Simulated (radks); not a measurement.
Valence configurations of Sb+ (all share [Kr]). Calculated with a radial shooting solver on a logarithmic mesh with Libxc functionals: Dirac Kohn-Sham, PBE, spin-unpolarised, spherical densities, finite nucleus; open shells fill j = l - 1/2 first; Fermi nuclear charge, rms radius 4.6802 fm. Energies are relative to 4d10 5s2 5p2; eigenvalues in eV.

valence,E (eV),e(4d3/2),e(4d5/2),e(5p1/2),e(5p3/2),e(5s1/2)
4d10 5s2 5p2,0.000,-42.375,-41.130,-12.315,-,-20.403
4d10 5s1 5p3,8.916,-43.878,-42.628,-13.040,-12.277,-21.289
4d9.5 5s2 5p2.5,15.377,-45.599,-44.324,-13.151,-12.357,-21.577
4d10 5p4,18.020,-45.318,-44.063,-13.721,-12.926,-
4d9.5 5s1 5p3.5,24.691,-47.047,-45.767,-13.842,-13.015,-22.420
4d9 5s2 5p3,31.969,-48.809,-47.504,-13.962,-13.103,-22.716
4d9 5s1 5p4,41.670,-50.208,-48.898,-14.625,-13.734,-23.521
4d8.5 5s2 5p3.5,49.779,-52.008,-50.673,-14.754,-13.830,-23.824
4d8.5 5s1.5 5p4,54.797,-52.692,-51.354,-15.077,-14.137,-24.215
4d8 5s2 5p4,68.813,-55.199,-53.832,-15.528,-14.540,-24.905

NIST lists [Kr] 4d10 5s2 5p2 as the ground configuration; this level of theory agrees among the configurations tried. The energies are those of spherical spin-averaged densities, not of single terms.
